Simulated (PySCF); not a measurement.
Field gradients at the hydrogen positions

Species: C₆H₆F₂.
Structure used (GFN2-xTB), in Å, numbered top down from 1:
```xyz
14
C6H6F2 angstrom
C     -2.897    0.828    0.847
C     -1.832    0.540    0.103
C     -0.553    0.150    0.644
F     -0.489    0.090    1.995
C      0.545   -0.148   -0.073
C      1.802   -0.531    0.506
C      2.890   -0.827   -0.204
F      2.902   -0.789   -1.546
H     -2.860    0.785    1.923
H     -3.835    1.115    0.404
H     -1.873    0.584   -0.976
H      0.484   -0.097   -1.149
H      1.867   -0.583    1.582
H      3.847   -1.118    0.202
```

Level: PBE0/pcSseg-1 (PySCF, non-relativistic); Q(2H) = 0.00286 b; rigid geometry, the same for H and D, with no vibrational averaging.

Problem. Tabulate Vzz, the asymmetry η and χzz = 234.96 MHz × Q × Vzz for every hydrogen position.

Solution. 
| atom | bonded to | bond length (Å) | Vzz (au) | η | χzz (kHz) |
| --- | --- | --- | --- | --- | --- |
| H9 | C1 | 1.077 | 0.3323 | 0.04 | 223 |
| H10 | C1 | 1.076 | 0.3388 | 0.05 | 228 |
| H11 | C2 | 1.080 | 0.3249 | 0.08 | 218 |
| H12 | C5 | 1.079 | 0.3273 | 0.10 | 220 |
| H13 | C6 | 1.079 | 0.3269 | 0.08 | 220 |
| H14 | C7 | 1.079 | 0.3226 | 0.11 | 217 |

Problem. A static deuteron (I = 1) shows a doublet split by (3/2)χ, (3/4)χ(1 + η) and (3/4)χ(1 − η) with the field along z, y and x of the gradient. What are these for H12?

Solution. With |χ| = 220.0 kHz and η = 0.095: 330, 181 and 149 kHz, to first order and without motion.

Isolated species at its GFN2-xTB geometry (one conformer only). GFN2-xTB bond lengths can be off by several hundredths of an ångström, more for odd bonds, and the gradients follow them. The small basis limits the accuracy of the gradients.
